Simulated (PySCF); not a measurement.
## Diatomic cations of H with the fifth-period p block

CCSD(T) with triple-zeta basis sets in PySCF, for the lowest determinant that a PBE0 search found; no spin–orbit coupling. De refers to high-spin ground-configuration atoms (the charge goes to the atom of lower measured ionisation energy or higher electron affinity, which is not always the lowest computed limit).

```csv
M,basis,"reference, frozen orbitals",charged atom,state (unpaired electrons),Re (Å),ωe (cm⁻¹),De (eV)
In,def2-TZVPPD,"ROHF, 4",In+,doublet (σ ↑),1.836,1132,0.26
Sn,def2-TZVPPD,"RHF, 4",Sn+,singlet (closed shell),1.747,1846,2.81
Sb,cc-pVTZ-PP/cc-pVTZ,"UHF, 4",Sb+,doublet (π ↑),1.708,2001,2.74
I,cc-pVTZ/cc-pVTZ-PP,"UHF, 4",I+,doublet (π ↑),1.632,2235,3.29
```

The shortest bond is that of HI⁺ (1.632 Å), the longest that of InH⁺ (1.836 Å). HI⁺ is bound most strongly (3.29 eV) and InH⁺ least (0.26 eV).

The rows differ in basis set, which adds steps of its own.

The state changes along the series, so neighbouring rows are not always alike in their bonding.

Correlated steps freeze 4 core orbitals. UHF and ROHF references stand side by side, which adds small steps between rows. Weak bonds: InH⁺. Basis-set superposition, not corrected here, can be much of De in a small basis, most of all at correlated wavefunction levels. These are scalar-relativistic numbers at best; spin–orbit coupling would shift them, the dissociation energy most. For an ion De counts to the pair picked by the measured ionisation energies or electron affinities, which need not be the lowest pair at this level. Where the molecule has an RHF reference, its open-shell atoms are computed with UHF. States were picked by a PBE0 search and need not be the measured ground states.
